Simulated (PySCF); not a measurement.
Species: C4H10PSSi (doublet state).
Z-matrix (Å and degrees, GFN2-xTB geometry), rows numbered from 1:
```
C 
C   1  1.3218
S   2  1.7576  1  122.85
Si  3  2.1930  2  101.20  1  -169.64
P   4  2.2192  3  108.23  2   -55.17
C   4  1.9041  3  108.95  2    63.50
C   6  1.5222  4  111.35  3  -176.42
H   1  1.0758  2  121.48  3     0.61
H   1  1.0761  2  121.17  3  -179.32
H   2  1.0808  1  122.39  3   178.80
H   4  1.4625  3   99.63  2  -179.51
H   5  1.3912  4   94.42  3   -73.77
H   6  1.0923  4  110.24  3   -55.24
H   6  1.0909  4  109.92  3    61.94
H   7  1.0876  6  110.61  4   -60.88
H   7  1.0882  6  110.99  4   178.87
H   7  1.0890  6  110.42  4    58.71
```

The hyperfine couplings belong to this conformer and change with its torsions.

Identity: `C=CS[Si@@H]([PH])CC` [radical].

The calculation used UKS B3LYP, pcH-1 on C H P S Si, non-relativistic, mean-field spin-orbit, GIAO (PySCF). One conformer (not necessarily the lowest) at the GFN2-xTB geometry, without solvent, vibrations or thermal averaging. A GFN2-xTB geometry isn't a minimum of the functional, and hyperfine couplings can be far from their values at a DFT geometry, by a factor of two or more for some ions and for spin on atoms past the first row. The SCF solution wasn't tested for stability.

**Question.** Give the principal g shifts and their parts.

**Answer.** 
```json
{"Δg (ppt)": "relativistic mass correction", "1": "-0.17", "2": "-0.17", "3": "-0.17"}
{"Δg (ppt)": "gauge correction", "1": "-0.01", "2": "0.04", "3": "0.03"}
{"Δg (ppt)": "orbital Zeeman/spin–orbit", "1": "0.50", "2": "6.86", "3": "21.47"}
{"Δg (ppt)": "total", "1": "0.33", "2": "6.73", "3": "21.34"}
```

So g = 2.00265, 2.00905, 2.02365 and g_iso = 2.01178; the tensor is rhombic: the two nearest values differ by 30 % of g3 − g1. 

**Question.** What are the electron Larmor frequencies g μB B/h along the three axes at 3350 mT?

**Answer.** 93.8990, 94.1991, 94.8839 GHz for g1, g2 and g3, a range of 985.0 MHz.

**Question.** At 9.547 GHz, how far is the centre of the isotropic spectrum from where a free electron (g = 2.002319) resonates?

**Answer.** B = hν/(g μB) with μB/h = 13.99624 MHz/mT gives 340.66 mT for the free electron and 339.06 mT at g_iso, 1.60 mT lower.

**Question.** In a frozen sample, at which fields do the three g values resonate at 9.5, 34, 94 and 263 GHz (hyperfine left aside), and which band first spreads them over more than twice a line width of 0.5 mT?

**Answer.** 
```tsv
band	GHz	B(g3) mT	B(g2) mT	B(g1) mT	spread mT
X	9.5	335.41	337.85	338.93	3.52
Q	34.0	1200.41	1209.14	1213.01	12.59
W	94.0	3318.79	3342.92	3353.60	34.81
J	263.0	9285.56	9353.06	9382.96	97.40
```

The spread grows in proportion to the frequency. X band is the first where it exceeds 1.0 mT.

Largest spin populations (Mulliken): P5 (+0.96) and S3 (+0.06). No atom but P5 exceeds +0.15.

The HOMO–LUMO gaps are 6.01 eV among the α and 2.21 eV among the β orbitals.
